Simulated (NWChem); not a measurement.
B2O2 (diboron dioxide): name the method

B2O2: 4 atoms, total charge 0, spin state singlet. SMILES: `O=BB=O`. The coordinates come from a PBE0-D4/def2-TZVP relaxation.

```
atom    x (Å)    y (Å)    z (Å)
   O  -0.7431   0.4598   1.8176
   B  -0.3023   0.1871   0.7391
   B   0.3021  -0.1869  -0.7392
   O   0.7432  -0.4599  -1.8175
```

A calculation with NWChem 7.3.0 gave:

| Quantity | Value |
| --- | --- |
| total energy | -199.7493 Eh |
| dipole moment | 0.00 D |
| largest force | 2.268 eV/Å |

Q: Which of these levels gave the numbers?
A. SVWN5/3-21G
B. MP2/aug-cc-pVDZ
C. B3LYP/def2-SVPD
D. HF/3-21G

A: B. The others give -197.5332 Eh (SVWN5/3-21G), -200.1042 Eh (B3LYP/def2-SVPD), -198.0841 Eh (HF/3-21G).
